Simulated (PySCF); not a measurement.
```xyz
6

O      1.3016    -0.2398     0.4333
Ge    -0.4429     0.0139     0.0355
H      1.8670     0.0035    -0.3179
H     -0.8476    -0.8690    -1.1753
H     -1.1758    -0.4165     1.3207
H     -0.7023     1.5078    -0.2963
```

Charge 0, multiplicity 1.

**Question.** Give the Mulliken and meta-Löwdin atomic charges from PBE-D3(BJ)/def2-TZVP in PySCF.

**Answer.** 
```json
[
 {"atom": "O1", "Mulliken (e)": "-0.53", "meta-Löwdin (e)": "-0.71"},
 {"atom": "Ge2", "Mulliken (e)": "0.26", "meta-Löwdin (e)": "0.55"},
 {"atom": "H3", "Mulliken (e)": "0.30", "meta-Löwdin (e)": "0.33"},
 {"atom": "H4", "Mulliken (e)": "-0.02", "meta-Löwdin (e)": "-0.07"},
 {"atom": "H5", "Mulliken (e)": "0.00", "meta-Löwdin (e)": "-0.04"},
 {"atom": "H6", "Mulliken (e)": "-0.02", "meta-Löwdin (e)": "-0.07"}
]
```
